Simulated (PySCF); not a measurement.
Radial density of O⁺ (oxygen, charge +1)

UHF, [He] 2s1 2p3 3d1, high-spin 6D determinant (an excited configuration). All numbers are calculated (PySCF 2.14, no relativity, point nucleus, in aug-cc-pwCVTZ (7s6p4d2f, 59 functions)).

```
r (bohr)  4πr²ρ (e/bohr)  4πr²(ρα − ρβ)
 0.00366         0.04850         0.0015
 0.00615          0.1324         0.0041
  0.0103          0.3491         0.0107
  0.0174          0.8840         0.0270
  0.0293           2.069         0.0628
  0.0493           4.271         0.1287
  0.0828           7.124         0.2148
   0.139           8.425         0.2948
   0.234           5.925         0.5395
   0.394           3.144         1.7609
   0.663           3.747         3.6720
    1.12           2.959         2.9589
    1.88          0.9207         0.9207
    3.16          0.4109         0.4109
    5.31        0.003632         0.0036
```

The outer electron is Rydberg-like, and this basis confines it to a smaller radius and binds it less than a complete one would.
